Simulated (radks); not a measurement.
Results of a calculation; reference values are marked as such.
All-electron atom: the chromium ion Cr18+ in [He] 2s2 2p2. Level of theory: scalar-relativistic Kohn-Sham, SCAN, spin-polarised, spherical densities, finite nucleus; open shells are filled with parallel spins first; meta-GGA in the generalised Kohn-Sham scheme; Fermi nuclear charge, rms radius 3.6452 fm (a radial shooting solver on a logarithmic mesh with Libxc functionals).

Local quantities along the radius. ELF = 1/(1 + alpha^2) is the electron localisation function; alpha = (tau - tau_W)/tau_unif compares the Pauli kinetic energy density with that of the uniform gas (summed over spins). tau is taken from the large components.

```
   r/bohr * ELF (the largest magnitude, 1, reaches the edge; | marks zero)
 0.002346 |                                                      *
 0.002911 |                                                      *
 0.003613 |                                                      *
 0.004521 |                                                      *
  0.00561 |                                                      *
 0.007019 |                                                      *
 0.008711 |                                                      *
  0.01081 |                                                      *
  0.01353 |                                                      *
  0.01679 |                                                      *
    0.021 |                                                      *
  0.02607 |                                                      *
  0.03235 |                                                      *
  0.04047 |                                                      *
  0.05023 |                                                     *
  0.06284 |                                                *
  0.07799 |                                *
   0.0968 |             *
   0.1211 |         *
   0.1503 |                   *
    0.188 |                                       *
   0.2334 |                                               *
   0.2896 |                                                 *
   0.3624 |                                               *
   0.4497 |                                        *
   0.5626 |                   *
   0.6983 |  *
   0.8667 *
    1.084 *
```

On this mesh the ELF has minima near r = 0.12 bohr, which separate the shells, and maxima near 0.29 (0.90).

Self-consistent cycle (total energy in hartree, residual of the potential): 1: -793.271213, 2e+01; 2: -794.007464, 1e+01; 3: -794.663229, 3e+00; 4: -794.669600, 2e+00; 5: -794.670806, 5e-01; 6: -794.670872, 9e-02; 7: -794.670871, 2e-02; 8: -794.670871, 5e-03; 9: -794.670871, 2e-03; 10: -794.670871, 3e-04; 11: -794.670871, 2e-04; 12: -794.670871, 1e-04; 13: -794.670871, 4e-05; 14: -794.670871, 2e-05; 15: -794.670871, 1e-05; 16: -794.670871, 1e-05; 17: -794.670871, 7e-06; 18: -794.670871, 5e-06; 19: -794.670871, 4e-06; 20: -794.670871, 4e-06; 21: -794.670871, 2e-06.
